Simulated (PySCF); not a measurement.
Ga(OH)(SeH)2 (GaH₃OSe₂), SMILES [OH][Ga]([SeH])[SeH].

Geometry optimised at B3LYP-D3(BJ)/def2-SVP. The values are those of a single conformer.

Calculation: B3LYP-D3(BJ)/def2-SVP in PySCF.

Frequencies are harmonic and unscaled.

Problem. Estimate the vibrational spectrum. (The exact figures need the calculation; the answer reports its results.)

Solution. 
| mode | ν (cm⁻¹) | IR (km/mol) | moving atoms (share of kinetic energy) |
|---|---|---|---|
| 1 | 78 | 2.4 | Se 61 %, Ga 28 % |
| 2 | 126 | 17.4 | Ga 47 %, O 23 %, H 19 %, Se 11 % |
| 3 | 132 | 6.3 | H 87 %, Ga 9 % |
| 4 | 147 | 10.8 | O 71 %, Se 15 %, H 11 % |
| 5 | 225 | 1.3 | H 90 % |
| 6 | 234 | 3.6 | Se 72 %, Ga 22 % |
| 7 | 285 | 98.5 | H 93 % |
| 8 | 328 | 44.3 | Ga 65 %, Se 33 % |
| 9 | 614 | 3.6 | H 98 % |
| 10 | 649 | 6.2 | H 95 % |
| 11 | 699 | 115.0 | O 78 %, Ga 20 % |
| 12 | 789 | 87.5 | H 90 % |
| 13 | 2411 | 11.2 | H 99 % |
| 14 | 2415 | 15.9 | H 99 % |
| 15 | 3855 | 76.1 | H 94 % |
